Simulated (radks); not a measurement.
The numbers below are computed, except where a source is named.
Polarisability of the terbium ion Tb3+, [Xe] 4f8, at imaginary frequency. Level of theory: scalar-relativistic Kohn-Sham, LDA (Slater exchange, VWN5 correlation), spin-polarised, spherical densities, finite nucleus; open shells are filled with parallel spins first (spin-orbit coupling, left out, can overturn this in heavy ions); Fermi nuclear charge, rms radius 5.06 fm (a radial shooting solver on a logarithmic mesh with Libxc functionals). Response by self-consistent Sternheimer equations with the Hartree and adiabatic LDA kernel, the relativistic mass of each level held fixed and spin-orbit coupling left out.

| w (hartree) | alpha1(iw) (bohr^3) |
|---|---|
| 0.00266 | 5.605 |
| 0.0143 | 5.604 |
| 0.0360 | 5.596 |
| 0.0697 | 5.571 |
| 0.118 | 5.511 |
| 0.186 | 5.389 |
| 0.280 | 5.176 |
| 0.413 | 4.836 |
| 0.605 | 4.328 |
| 0.892 | 3.604 |
| 1.35 | 2.677 |
| 2.12 | 1.699 |
| 3.59 | 0.8902 |
| 6.94 | 0.3595 |
| 17.5 | 0.08637 |

Static values: alpha1 = 5.605 bohr^3 (0.8306 angstrom^3; uncoupled 10.72). C6 = 30.62, triple-dipole C9 = 118.7 atomic units. One-pole (London) frequency 4 C6 / (3 alpha1^2) = 1.299 hartree, against 1.168 for minus the highest occupied eigenvalue.
